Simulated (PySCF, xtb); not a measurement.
KI, SMILES [I][K].

GFN2-xTB (xtb) at its own geometry gives an orbital gap of 1.80 eV and a dipole moment of 9.98 D.

Geometry: r2SCAN-D4/def2-TZVPD. The def2 effective core potentials stand for the cores of I; spin–orbit coupling is left out.

Problem. What does HF/def2-TZVPD (PySCF) give? (Estimate from the structure and the level; the computed values follow.)

Solution. gap 7.32 eV (levels -7.79 and -0.47 eV), dipole 11.73 D.
